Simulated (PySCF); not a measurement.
C7H14NOSi (charge -1).
Bonds: C1–C2 (double), C2–C3, C2–O4, O4–Si5, Si5–N6, N6–C7, C7–C8, C8–C9, C9–C10, N6–C10. Hydrogens: H11, H12 on C1; H13, H14, H15 on C3; H16 on Si5; H17, H18 on C7; H19, H20 on C8; H21, H22 on C9; H23, H24 on C10.

Definitions: NICS(0) = −σiso at the ring centroid; NICS(1) = −σiso and NICS(1)zz = −σzz at ±1 Å along the ring normal z. Level: GIAO PBE0/pcSseg-1 (PySCF, non-relativistic, gas phase) on the GFN2-xTB geometry, one conformer.

Ring bond lengths (Å), with Mayer bond orders in brackets: N6–C7 1.422 (1.02), C7–C8 1.543 (1.03), C8–C9 1.539 (1.04), C9–C10 1.540 (1.03), C10–N6 1.432 (0.97).

What do the NICS probes read (ppm)?

```json
{"ring": "N6–C7–C8–C9–C10", "type": "5-membered ring with N; formal bonds all single", "NICS(0)": "-7.1", "NICS(1), two faces": "-4.4 / -4.6", "NICS(1)zz, two faces": "-5.5 / -5.8", "rms pucker (Å)": "0.18", "centre to ring atoms, mean (Å)": "1.25"}
```

What can be read from them?

- N6–C7–C8–C9–C10: mean NICS(1)zz -5.7 ppm, shielded. C7, C8, C9, C10 have four or more neighbours, so the value isn't read as a sign of a π ring current.

List the ring angles and the Hirshfeld charges of the ring atoms.

- N6–C7–C8–C9–C10: N6 104.9° (-0.191 e), C7 105.1° (-0.042 e), C8 103.6° (-0.083 e), C9 103.5° (-0.084 e), C10 104.3° (-0.039 e); sum 521.3° against 540° for a flat convex ring.

What are the shieldings of the ring atoms and their hydrogens in the same run (means over atoms taken as equivalent)?

```json
{"atoms": "N6", "environment": "silicon-bound nitrogen", "σ isotropic (ppm)": "193.7"}
{"atoms": "C7 (×2)", "environment": "sp3 carbon bound to nitrogen", "σ isotropic (ppm)": "132.7"}
{"atoms": "C8 (×2)", "environment": "ring CH2 carbon", "σ isotropic (ppm)": "158.2"}
{"atoms": "H17 (×4)", "environment": "methylene hydrogen", "σ isotropic (ppm)": "28.94"}
{"atoms": "H19 (×4)", "environment": "methylene hydrogen", "σ isotropic (ppm)": "30.33"}
```
